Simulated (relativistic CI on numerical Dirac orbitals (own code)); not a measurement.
# Kr²⁷⁺: sensitivity of the levels to the model

Base calculation: Dirac-Coulomb-Breit CI, orbitals from a KLI potential per configuration, model QED (radiative potential, 1s self-energy scaled to tabulated hydrogen-like ionisation energies), unscaled Slater integrals.

CI space (outside the closed core 1s2): 2s2 2p5, 2s 2p6, 2p6 3s, 2p6 3p, 2p6 3d, 2s2 2p4 3s, 2s2 2p4 3p, 2s2 2p4 3d, 2s 2p5 3s, 2s 2p5 3p, 2s 2p5 3d, 2s2 2p4 4s, 2s2 2p4 4p, 2s2 2p4 4d, 2s2 2p4 4f, 2s 2p5 4s. Levels of other configurations are missing.

Variants: (1) configuration mixing switched off. Shifts of the energy above 2s2 2p5 2P°_3/2, in eV, for the lowest level and the first level of each name with at least 55 % of one term (blank where a level changes its place among those of its configuration and J or its character, or is not in the variant):

| Level | Base | Δ(1) |
| --- | --- | --- |
| 2s2 2p5 2P°_3/2 | 0.00 | 0.00 |
| 2s2 2p5 2P°_1/2 | 55.34 | -0.01 |
| 2s 2p6 2S_1/2 | 237.30 | +0.73 |
| 2s2 2p4 3s 4P_5/2 | 1718.11 | +0.39 |
| 2s2 2p4 3s 2P_3/2 | 1723.13 | +0.38 |
| 2s2 2p4 3s 4P_3/2 | 1771.03 | +0.52 |
| 2s2 2p4 3s 2P_1/2 | 1775.03 | +0.54 |
| 2s2 2p4 3p 2P°_1/2 | 1780.01 | +1.50 |
| 2s2 2p4 3p 4D°_7/2 | 1782.28 | -0.06 |
| 2s2 2p4 3s 2D_5/2 | 1784.47 | +0.53 |
| 2s2 2p4 3s 2D_3/2 | 1786.11 | +0.50 |
| 2s2 2p4 3p 4P°_1/2 | 1818.21 | +0.67 |
| 2s2 2p4 3p 2F°_5/2 | 1833.27 | +0.03 |
| 2s2 2p4 3d 4D_5/2 | 1841.59 | +0.10 |
| 2s2 2p4 3d 4F_9/2 | 1846.63 | -0.38 |
| 2s2 2p4 3p 2F°_7/2 | 1846.90 | 0.00 |
| 2s2 2p4 3d 2F_7/2 | 1847.25 | -0.33 |
| 2s2 2p4 3d 4D_1/2 | 1891.82 | +0.21 |
| 2s2 2p4 3d 2F_5/2 | 1903.13 | -0.13 |
| 2s2 2p4 3d 2P_3/2 | 1904.15 | +0.10 |
| 2s2 2p4 3d 2G_7/2 | 1908.17 | -0.37 |
| 2s2 2p4 3d 2G_9/2 | 1910.57 | -0.38 |

At this charge energies of transitions that change n are usually good to better than 1 %, and those within a shell (Δn = 0) to a few per cent.

Ionisation energy from the two ground configurations alone: base 3067.68 eV. The NIST ASD value (semi-empirical) is 3072 eV.

LS names give the leading component of a level, which can be under half, so a name can repeat, a term be missing and a line seem to break the LS rules.
